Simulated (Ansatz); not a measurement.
Basis sets compared for (NaBr)2 ring (Na₂Br₂). Charge 0, multiplicity 1. Geometry PBE-D4/def2-SVP. Ansatz on 4 threads of Arm Neoverse V1 on a shared host; times are rough, and most runs start from earlier orbitals.

```xyz
4

Na    1.549    0.443    0.324
Br    0.487   -2.031    0.447
Na   -1.550   -0.442   -0.321
Br   -0.486    2.031   -0.449
```

```
              level  functions  energy (Eh)  HOMO (eV)  LUMO (eV)  wall time
    PBE-D4/def2-SVP         94   -5471.3640      -5.62      -1.58        1 s
   PBE-D4/def2-TZVP        160   -5472.1078      -5.86      -1.66      1.7 s
r2SCAN-D4/def2-TZVP        160   -5473.0323      -6.14      -1.00      3.4 s
   PBE0-D4/def2-SVP         94   -5471.5806      -6.88      -1.03      1.2 s
  PBE0-D4/def2-TZVP        160   -5472.3212      -7.08      -1.10      2.8 s
```

(1) Estimate the rows for PBE-D4/def2-TZVPD, r2SCAN-D4/def2-TZVPD, PBE0-D4/def2-TZVPD.

## Answers

(1) 
```json
{"level": "PBE-D4/def2-TZVPD", "functions": "184", "energy (Eh)": "-5472.1089", "HOMO (eV)": "-5.89", "LUMO (eV)": "-1.68", "wall time": "2.8 s"}
{"level": "r2SCAN-D4/def2-TZVPD", "functions": "184", "energy (Eh)": "-5473.0330", "HOMO (eV)": "-6.16", "LUMO (eV)": "-1.01", "wall time": "5.5 s"}
{"level": "PBE0-D4/def2-TZVPD", "functions": "184", "energy (Eh)": "-5472.3221", "HOMO (eV)": "-7.09", "LUMO (eV)": "-1.10", "wall time": "3.9 s"}
```
